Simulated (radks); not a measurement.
Coherent X-ray form factor from a spherical all-electron density. All-electron calculation, scalar-relativistic Kohn-Sham, r2SCAN, spin-polarised, spherical densities, finite nucleus; meta-GGA in the generalised Kohn-Sham scheme; Fermi nuclear charge, rms radius of each element as measured or else 0.836 A^(1/3) + 0.57 fm. Program: a radial shooting solver on a logarithmic mesh with Libxc functionals.

sin(theta)/lambda (1/angstrom),f0 (electrons)
0.05,61.977
0.1,59.389
0.15,56.090
0.2,52.614
0.25,49.185
0.3,45.922
0.4,40.162
0.5,35.447
0.6,31.527
0.8,25.334
1,20.960
1.25,17.482
1.5,15.208
2,11.592

The species is in the configuration that NIST lists as its ground one. Which atom or ion scatters so?

Answer. The gadolinium ion Gd+, [Xe] 4f7 5d1 6s1. Extrapolating in s^2 from the first two rows gives f0(0) = 62.8, near the electron count 63; among species with that count, the fall with angle is slower the higher Z, and the table is that of Z = 64; from so few rows the species is fixed only to a neighbour or two.
